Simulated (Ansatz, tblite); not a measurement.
Cost and result up the ladder for BCl₂F (4 atoms). Total charge 0; singlet. Geometry: r2SCAN-D4/def2-TZVP.

```xyz
4

B    -0.0524   -0.0528    0.0596
Cl    0.5766   -0.7855   -1.3909
Cl    0.2535    1.6174    0.4519
F    -0.7777   -0.7791    0.8795
```

Ansatz on 4 threads of Intel Xeon 6975P-C on a shared host; xTB runs through tblite on one thread. Times are rough, summed over both states, and most runs start from the orbitals of an earlier one. PBE0-D4/def2-TZVP serves as the yardstick here, not as an exact answer. The other state is a triplet.

The xTB rows come from tblite.

xTB has no spin-polarisation term.

```json
{"level": "GFN2-xTB", "functions": "26", "wall time": "0.006 s", "vertical triplet (eV)": "5.75", "difference from PBE0-D4/def2-TZVP (eV)": "-0.73"}
{"level": "GFN1-xTB", "functions": "26", "wall time": "0.007 s", "vertical triplet (eV)": "6.54", "difference from PBE0-D4/def2-TZVP (eV)": "0.06"}
{"level": "PBE-D4/def2-TZVP", "functions": "136", "wall time": "1.1 s", "vertical triplet (eV)": "6.09", "difference from PBE0-D4/def2-TZVP (eV)": "-0.40"}
{"level": "r2SCAN-D4/def2-TZVP", "functions": "136", "wall time": "2.5 s", "vertical triplet (eV)": "6.29", "difference from PBE0-D4/def2-TZVP (eV)": "-0.20"}
{"level": "PBE0-D4/def2-TZVP (with forces)", "functions": "136", "wall time": "2.9 s", "vertical triplet (eV)": "6.49", "difference from PBE0-D4/def2-TZVP (eV)": "0.00"}
```
